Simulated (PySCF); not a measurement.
# Computed records: CH₅B₂Si, BH₅NSi, AlBH₅OSi

All values are calculated (PySCF 2.14.0). Calculation on a computer-drawn molecule: the log of a Hartree-Fock and frozen-core CCSD(T) single point meant for a local Hartree-Fock minimum, with one planted fault or none, to be diagnosed. Offsets are logged minus clean, where the clean run is the same molecule without the fault. The reference is restricted for singlets and unrestricted otherwise, and also for a bond in bohr or an excited solution. Adding or removing an electron swaps singlet and doublet. The excited solution moves the top pair (singlet) or top alpha electron (doublet) to the lowest empty orbital. Highest occupied and lowest empty are orbital energies over both spins, largest force is the largest gradient component, triples share is (T) over the correlation energy, the T1 limit is 0.02 restricted and 0.045 unrestricted, electrons count all cores, a negative frequency is imaginary (commonest isotopes), and the dipole is about the centre of nuclear charge.

Common to all runs: meant charge 0; meant multiplicity 2; meant basis cc-pV(D+d)Z; logged SCF converged yes; logged CC converged yes; logged SCF stable within its kind yes; possible faults no fault, one electron removed, one electron added, multiplicity raised by two, geometry at a saddle point, SCF held on an excited solution, minimal basis STO-3G, one bond length entered in bohr, all coordinates scaled.

(1) CH₅B₂Si

Logged structure:
```xyz
9
CH5B2Si
B      0.8973     0.2949    -0.4625
Si    -1.0473     0.4558    -0.1137
B     -2.1929    -1.0592     0.3892
C     -2.9837    -2.1436     0.7429
H      1.4305    -0.7725    -0.3683
H      1.5440     1.2561    -0.7663
H     -1.7216     1.7647    -0.2275
H     -3.1390    -2.4336     1.7776
H     -3.4883    -2.7571     0.0027
```

```
logged electrons                     : 36
logged basis functions               : 90
logged spin squared                  : 0
logged highest occupied              : -1.7246 eV
logged lowest empty                  : 6.3525 eV
logged largest force                 : 0.032392 hartree/bohr
logged T1 diagnostic                 : 0.020027
logged D1 diagnostic                 : 0.071627
logged triples share                 : 0.041246
logged dipole magnitude              : 1.4582 debye
logged energy HF                     : -379.00391 hartree
logged energy CCSD(T)                : -379.4891 hartree
planted fault                        : one electron added
HF energy offset from clean run      : -20.56 kcal/mol
CCSD(T) energy offset from clean run : -47.08 kcal/mol
```

Drawn bonds:
```
atom  other atom  order
   1           2      1
   2           3      1
   3           4      2
   1           5      1
   1           6      1
   2           7      1
   4           8      1
   4           9      1
```

Notes: T1 above single-reference limit.

(2) BH₅NSi

Logged structure:
```xyz
8
BH5NSi
B     -2.5047     1.4099    -0.6693
Si    -2.7138    -0.4849    -0.5855
N     -1.8565    -1.5577     0.4032
H     -1.7019     1.9771     0.0202
H     -3.2010     2.0200    -1.4332
H     -3.6615    -1.2921    -1.3791
H     -1.1466    -1.2646     1.0453
H     -2.0028    -2.5472     0.4113
```

```
logged electrons                     : 31
logged basis functions               : 76
logged spin squared                  : 0.7591
logged highest occupied              : -7.2616 eV
logged lowest empty                  : 1.4112 eV
logged largest force                 : 3.351e-05 hartree/bohr
logged lowest frequency              : 216.51 cm⁻¹
logged T1 diagnostic                 : 0.016237
logged D1 diagnostic                 : 0.059608
logged triples share                 : 0.026826
logged dipole magnitude              : 3.3709 debye
logged energy HF                     : -370.95151 hartree
logged energy CCSD(T)                : -371.35143 hartree
planted fault                        : no fault
HF energy offset from clean run      : 0 kcal/mol
CCSD(T) energy offset from clean run : 0 kcal/mol
```

Drawn bonds:
```
atom  other atom  order
   1           2      1
   2           3      1
   1           4      1
   1           5      1
   2           6      1
   3           7      1
   3           8      1
```

(3) BH₅NSi

Structure as in entry 2.

```
logged electrons                     : 31
logged basis functions               : 24
logged spin squared                  : 0.7542
logged highest occupied              : -4.0989 eV
logged lowest empty                  : 5.9398 eV
logged largest force                 : 0.021078 hartree/bohr
logged T1 diagnostic                 : 0.02396
logged D1 diagnostic                 : 0.10241
logged triples share                 : 0.017954
logged dipole magnitude              : 2.3244 debye
logged energy HF                     : -366.55254 hartree
logged energy CCSD(T)                : -366.71462 hartree
planted fault                        : minimal basis STO-3G
HF energy offset from clean run      : 2760 kcal/mol
CCSD(T) energy offset from clean run : 2910 kcal/mol
```

Drawn bonds:
```
atom  other atom  order
   1           2      1
   2           3      1
   1           4      1
   1           5      1
   2           6      1
   3           7      1
   3           8      1
```

(4) AlBH₅OSi

Logged structure:
```xyz
9
AlBH5OSi
B     -3.1141    -0.3708     1.2681
Si    -1.4640    -0.6231     0.3371
O     -0.4301     0.5440    -0.1019
Al     0.5399     1.8826    -0.4744
H     -3.4906     0.7209     1.5929
H     -3.7659    -1.3470     1.5188
H     -0.9293    -1.9280    -0.0976
H      1.6133     2.3289     0.5815
H      0.3184     2.5869    -1.8605
```

```
logged electrons                     : 44
logged basis functions               : 99
logged spin squared                  : 0
logged highest occupied              : -15.374 eV
logged lowest empty                  : -6.1142 eV
logged largest force                 : 0.082831 hartree/bohr
logged T1 diagnostic                 : 0.018561
logged D1 diagnostic                 : 0.069009
logged triples share                 : 0.023557
logged dipole magnitude              : 4.9889 debye
logged energy HF                     : -633.09844 hartree
logged energy CCSD(T)                : -633.55722 hartree
planted fault                        : one electron removed
HF energy offset from clean run      : 158.3 kcal/mol
CCSD(T) energy offset from clean run : 169 kcal/mol
```

Drawn bonds:
```
atom  other atom  order
   1           2      1
   2           3      1
   3           4      1
   1           5      1
   1           6      1
   2           7      1
   4           8      1
   4           9      1
```

(5) AlBH₅OSi

Structure as in entry 4.

```
logged electrons                     : 45
logged basis functions               : 33
logged spin squared                  : 0.7542
logged highest occupied              : -3.8584 eV
logged lowest empty                  : 6.1285 eV
logged largest force                 : 0.038082 hartree/bohr
logged T1 diagnostic                 : 0.027332
logged D1 diagnostic                 : 0.12023
logged triples share                 : 0.037345
logged dipole magnitude              : 2.5334 debye
logged energy HF                     : -625.70969 hartree
logged energy CCSD(T)                : -625.90554 hartree
planted fault                        : minimal basis STO-3G
HF energy offset from clean run      : 4795 kcal/mol
CCSD(T) energy offset from clean run : 4971 kcal/mol
```

Drawn bonds:
```
atom  other atom  order
   1           2      1
   2           3      1
   3           4      1
   1           5      1
   1           6      1
   2           7      1
   4           8      1
   4           9      1
```
